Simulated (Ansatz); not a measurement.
C$_{2}$H$_{10}$AlNSi, SMILES `CC[N]([AlH2])[SiH3]`, 15 atoms. Total charge 0; spin multiplicity 1. All runs use 4 threads of an Arm Neoverse V1 on a shared host. Correlated methods freeze the cores.

(1) How many basis functions does each run have, and how long does it take in Ansatz? RKS PBE0-D4/def2-QZVPP energy; RHF-MP2/def2-QZVPP energy; direct RPA on PBE orbitals/def2-TZVPP energy; RKS PBE0-D4/def2-SVP energy; RHF-CCSD(T)/def2-TZVPP energy; RKS HSE06 (plane-wave form)-D4/def2-TZVPP energy; RKS ωB97M-V/def2-TZVPP energy and forces; RHF-CCSD(T)/def2-SVP energy; RKS PBE0-D4/def2-TZVP relaxation (8 steps); RKS BLYP-D4/def2-TZVPP energy; RKS r2SCANh-D4/def2-TZVPP energy; RKS ωB97M-V/def2-QZVPP energy. (Estimate.)

## Answers

(1) Computed: Other jobs shared the machine, so times are rough.

```csv
level,job,functions,wall time,peak host memory (GiB)
RKS PBE0-D4/def2-SVP,energy,128,2 s,0.67
RKS BLYP-D4/def2-TZVPP,energy,317,3.1 s,0.5
RKS HSE06 (plane-wave form)-D4/def2-TZVPP,energy,317,6.5 s,1
RKS r2SCANh-D4/def2-TZVPP,energy,317,9 s,1
RHF-CCSD(T)/def2-SVP,energy,128,10 s,0.75
direct RPA on PBE orbitals/def2-TZVPP,energy,317,14 s,1.1
RKS ωB97M-V/def2-TZVPP,energy and forces,317,22 s,1.5
RKS PBE0-D4/def2-QZVPP,energy,611,22 s,2.7
RKS PBE0-D4/def2-TZVP,relaxation (8 steps),227,42 s,0.69
RKS ωB97M-V/def2-QZVPP,energy,611,45 s,3.3
RHF-MP2/def2-QZVPP,energy,611,57 s,5.5
RHF-CCSD(T)/def2-TZVPP,energy,317,19 min,4.4
```
